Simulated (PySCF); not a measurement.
MCa cations for M along the second period

CCSD(T) with double-zeta basis sets in PySCF, for the lowest determinant that a PBE0 search found; no spin–orbit coupling. De refers to high-spin ground-configuration atoms (the charge goes to the atom of lower measured ionisation energy or higher electron affinity, which is not always the lowest computed limit).

| M | basis | reference, frozen orbitals | charged atom | state (unpaired electrons) | Re (Å) | ωe (cm⁻¹) | De (eV) |
| --- | --- | --- | --- | --- | --- | --- | --- |
| Li | def2-SVPD | RHF, 5 | Li+ | singlet (closed shell) | 3.398 | 229 | 1.14 |
| Be | def2-SVP | ROHF, 5 | Ca+ | doublet (σ ↑) | 3.278 | 191 | 0.34 |
| B | x2c-SVPall | UHF, 6 | Ca+ | triplet (σ ↑, π ↑) | 2.556 | 350 | 0.54 |
| C | def2-SVP | UHF, 6 | Ca+ | quartet (σ ↑, π ↑↑) | 2.217 | 561 | 1.85 |
| O | 6-31G(d,p) | UHF, 6 | Ca+ | doublet (π ↑) | 2.030 | 612 | 2.74 |
| F | pcseg-1 | RHF, 6 | Ca+ | singlet (closed shell) | 1.921 | 688 | 5.18 |

Question: By what factor does the well depth vary along the series?

Answer: At CCSD(T) it runs from 0.34 eV (CaBe⁺) to 5.18 eV (CaF⁺), a factor of 15.2.

The rows differ in basis set, which adds steps of its own.

The state changes along the series, so neighbouring rows are not always alike in their bonding.

Correlated steps freeze the inner cores (5 to 6 orbitals); shallow outer-core shells are correlated. UHF and ROHF references stand side by side, which adds small steps between rows. Weak bonds: CaBe⁺. Basis-set superposition, not corrected here, can be much of De in a small basis, most of all at correlated wavefunction levels. For an ion De counts to the pair picked by the measured ionisation energies or electron affinities, which need not be the lowest pair at this level. Where the molecule has an RHF reference, its open-shell atoms are computed with UHF. States were picked by a PBE0 search and need not be the measured ground states.
